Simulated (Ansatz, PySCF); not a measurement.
Stretching the Si1–H2 bond in H2OSi (SMILES O[SiH]) (multiplicity 1 held, fragments rigid). Energies count from the point at 1.545 Å.
Geometry at that point (charge 0, multiplicity 1):
```xyz
4

Si    -0.378    -0.335     0.394
H     -1.537    -0.168    -0.614
O      0.783     0.496    -0.450
H      0.564     0.885    -1.304
```

Restricted levels (R-, RO-) in cc, def2 and unpolarised 6-31G sets keep to the state of the molecule at rest. U- levels take the lowest unrestricted solution at each point, which mixes spins at long bonds. Active spaces are followed from a long bond inwards. Levels need not reach the same state.

Frozen-core correlation. Rows in 6-31G* carry no dispersion term and start afresh at each structure (6-31G* with six Cartesian d functions).

The values were computed with Ansatz (a first-principles code) with Gaussian orbitals; PySCF for 6-31G* rows. Each number belongs to the level named beside it.

```
level                                    energy at R = 4.946 Å (kcal/mol)
---------------------------------------  --------------------------------
U-PBE/cc-pV(T+d)Z                                                   73.83
R-B3LYP/6-31G*                                                     105.99
R-MP2/cc-pV(T+d)Z                                                     [?]
U-MP2/cc-pV(T+d)Z                                                   71.44
U-SCS-MP2/cc-pV(T+d)Z                                               73.83
U-CCSD/cc-pV(T+d)Z                                                  76.87
SC-NEVPT2 on CASSCF(2,2)/cc-pV(T+d)Z                                71.84
FIC-MRCISD on CASSCF(2,2)/cc-pV(T+d)Z                               76.17
FIC-MRCISD+Q on CASSCF(2,2)/cc-pV(T+d)Z                             77.01
```

**Question.** What belongs in the gaps?

**Answer.** 
- R-MP2/cc-pV(T+d)Z, energy at R = 4.946 Å (kcal/mol): 111.24

Doubts at one or more of the structures used: a spin-contaminated determinant (U-PBE/cc-pV(T+d)Z, U-MP2/cc-pV(T+d)Z, U-SCS-MP2/cc-pV(T+d)Z, U-CCSD/cc-pV(T+d)Z); a restricted determinant that unrestricted orbitals would lower (R-B3LYP/6-31G*, R-MP2/cc-pV(T+d)Z); T1 above 0.05 (U-CCSD/cc-pV(T+d)Z).
